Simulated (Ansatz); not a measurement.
Born–Oppenheimer molecular dynamics of AlCl2HO (5 atoms, charge 0, multiplicity 1). It starts from a relaxed structure.

Method: RKS PBE-D4/STO-3G (Ansatz 0.2.0).

* ensemble: NVT, Nosé–Hoover chain
* time step: 0.5 fs
* steps asked: 166
* set temperature: 200 K
* thermostat: time constant 100 fs, chain length 3 (defaults)
* seed: 273541

First frame:

```xyz
5
Properties=species:S:1:pos:R:3
Al 0.034 -0.108 -0.058
Cl -0.087 -0.103 2.024
Cl 1.851 0.182 -1.018
O -1.339 -0.346 -1.034
H -2.120 -0.472 -0.370
```

Problem. How far do the bonds stretch over the last three quarters of this one trajectory? (Pairs bonded in most of those frames.)

Solution. 
| bond | mean (Å) | spread (Å) | shortest | longest |
| --- | --- | --- | --- | --- |
| Al1–Cl2 | 2.090 | 0.010 | 2.08 | 2.11 |
| Al1–Cl3 | 2.075 | 0.008 | 2.06 | 2.09 |
| Al1–O4 | 1.698 | 0.004 | 1.69 | 1.71 |
| O4–H5 | 1.034 | 0.021 | 1.00 | 1.07 |

Mean temperature of the second half: 93 K. The conserved energy stayed within 0.14 meV per atom of its start (net change 0.0028 meV per atom), so the integration is sound. The mean temperature of the second half is 53 % below the set value. A run of 0.083 ps of so small a system gives no equilibrium averages. Limits of this set-up: minimal basis.

Time of the run: 2.5 min on 1 thread of Arm Neoverse V2 (shared host), peak memory 0.083 GiB.
